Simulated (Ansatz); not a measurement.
Consider the formal exchange of groups at the Si–C bond: `FC[SiH2]CS` + `CCCOCF` → `CC[SiH2]CS` + `FCCOCF`.

Program: Ansatz. Geometries: PBE0-D4/def2-TZVP. ΔE: electronic, gas phase. CCSD(T)/CBS adds triple-zeta CCSD(T) − MP2 to the extrapolated MP2 energy (def2 sets, frozen cores). Functionals use def2-TZVPP. One conformer a species, not always the lowest.

`FC[SiH2]CS`:

Cartesian coordinates in Å:
```
F 1.461 -1.860 -0.405
C 0.338 -1.315 -1.026
Si 0.254 0.536 -0.645
C 0.116 0.779 1.210
S -1.438 0.100 1.853
H 0.414 -1.508 -2.101
H -0.547 -1.836 -0.647
H 1.472 1.206 -1.175
H -0.951 1.104 -1.312
H 0.241 1.820 1.516
H 0.906 0.200 1.696
H -2.267 0.774 1.038
```

`CCCOCF`:

Z-matrix (Å, degrees):
```
C
C 1 1.519
H 1 1.094 2 111.4
H 1 1.094 2 111.4 3 -120.1
H 1 1.091 2 111.1 3 119.9
C 2 1.515 1 111.3 3 60.7
H 2 1.092 1 110.5 3 -61.1
H 2 1.094 1 110.4 3 -178.9
O 6 1.421 2 113.3 1 175.4
H 6 1.099 2 110.5 1 -61.4
H 6 1.094 2 110.0 1 57.3
C 9 1.359 6 116.0 2 91.3
F 12 1.387 9 112.0 6 -74.7
H 12 1.099 9 112.1 6 44.3
H 12 1.091 9 107.7 6 167.7
```

`CC[SiH2]CS`:

Cartesian coordinates in Å:
```
C 0.584 -1.580 -0.728
C -0.766 -0.981 -0.344
Si -0.806 0.893 -0.411
C 0.561 1.648 0.640
S 0.478 1.137 2.378
H 1.377 -1.259 -0.046
H 0.884 -1.277 -1.735
H 0.562 -2.672 -0.707
H -1.063 -1.305 0.659
H -1.550 -1.349 -1.016
H -0.603 1.336 -1.823
H -2.117 1.408 0.068
H 1.556 1.455 0.232
H 0.431 2.734 0.659
H 0.473 -0.189 2.174
```

`FCCOCF`:

Cartesian coordinates in Å:
```
F -2.311 0.796 0.089
C -1.102 1.378 -0.231
C 0.038 0.523 0.234
O 0.098 -0.639 -0.569
C 0.889 -1.631 -0.070
F 2.226 -1.278 -0.120
H -1.064 1.509 -1.316
H -1.053 2.356 0.258
H 0.970 1.093 0.153
H -0.109 0.247 1.287
H 0.752 -2.511 -0.699
H 0.666 -1.844 0.985
```

Is it downhill or uphill in electronic energy at CCSD(T)/CBS, and by how much? (Estimate.)

Computed: Downhill: ΔE = -21.1 kJ/mol.

What do these levels give: PBE-D4, PBE0-D4, ωB97M-V, PBE, CCSD(T)/def2-TZVPP, SCS-MP2/def2-QZVPP? (Best estimate.)

The calculation gave: PBE-D4 -18.6, PBE0-D4 -21.5, ωB97M-V -20.4, PBE -17.0, CCSD(T)/def2-TZVPP -21.7, SCS-MP2/def2-QZVPP -22.0 kJ/mol.

Largest T1 diagnostic among the species: 0.011.
